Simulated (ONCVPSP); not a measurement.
lanthanum: one change to an ONCV potential, before and after

```json
{"Element": "lanthanum (La)", "Generator": "ONCVPSP 4.0.1", "Type": "optimised norm-conserving Vanderbilt (ONCV)", "Functional": "PBE", "Relativity": "scalar-relativistic", "Frozen core": "[Kr] 4d10", "Valence charge": "11", "Reference configuration": "5s2 5p6 5d1 6s1.75 (charge +0.25)", "Partial waves": "5s+6s: rc 2.55 bohr, ncon 4, nbas 7, qcut 4.4 1/bohr, 2 projectors; 5p: rc 1.90 bohr, ncon 5, nbas 7, qcut 3.9 1/bohr, 1 projector; 5d: rc 4.00 bohr, ncon 4, nbas 8, qcut 4.2 1/bohr, 2 projectors, debl 3.7 Ha; f scattering state at 0.06 Ha: rc 3.90 bohr, ncon 5, nbas 8, qcut 2.5 1/bohr, 1 projector", "Local potential": "polynomial inside 1.35 bohr (lpopt 2, dvloc0 0 Ha)", "Core correction": "Teter function, fcfact 4.5, rcfact 1.4"}
```

In the f channel the program set the typed energies aside and used -0.209 Ha.

Change: core correction Teter function, fcfact 4.5, rcfact 2.06.

Cutoffs: the cutoffs (Ha) at which the residual kinetic energy of the hardest occupied pseudo-wave falls to 1 and 0.1 mHa per electron; they do not see the model core or the augmentation charge, which bear on the density cutoff. Errors are all-electron minus pseudo energies relative to the spin-unpolarised reference configuration.

Task: Predict the effect on cutoff, ghosts and configuration errors.

Result: The potential gets neither clearly harder nor softer (29 Ha and 36 Ha → 29 Ha and 36 Ha); of the 4 tests that both files solve, the error grows in 4 and shrinks in 0 by more than 15 % and 0.3 meV (median size 7.9 → 24.1 meV); neither file shows a bound ghost. A model core, the more so a compact one, raises the density cutoff, which this test does not measure.

| quantity | base | changed |
| --- | --- | --- |
| cutoff, loose | 29 Ha | 29 Ha |
| cutoff, tight | 36 Ha | 36 Ha |
| bound ghosts | none | none |
| GHOST(+) flags under 300 eV | f at 63.7 eV, s at 63.9 eV, d at 88.4 eV | f at 63.7 eV, s at 63.9 eV, d at 88.4 eV |
| error for 5s2 5p6 5d1 6s2, meV [ΔE -1.06 eV] | -0.1 | -0.7 |
| error for 5s2 5p6 5d1 6s1, meV [ΔE 4.91 eV] | -6.3 | -18 |
| error for 5s2 5p6 5d1 6s0, meV [ΔE 15.80 eV] | -48 | -178 |
| error for 5s2 5p6 5d0 6s2, meV [ΔE 5.33 eV] | +9.6 | -30 |
| s: phases at 2.58 bohr within 0.05 rad from the reference energy up to (Ha; the scan ends near 5) | 2.1 | 2.1 |
| p: phases at 1.93 bohr within 0.05 rad from the reference energy up to (Ha; the scan ends near 5) | 1.1 | 1.1 |
| d: phases at 4.07 bohr within 0.05 rad from the reference energy up to (Ha; the scan ends near 5) | -0.0 | -0.0 |
| f: phases at 3.95 bohr within 0.05 rad from the reference energy up to (Ha; the scan ends near 5) | -0.1 | -0.1 |
| rms error of d²Exc/dni dnj with the model core, mHa | 1.54 | 5.91 |
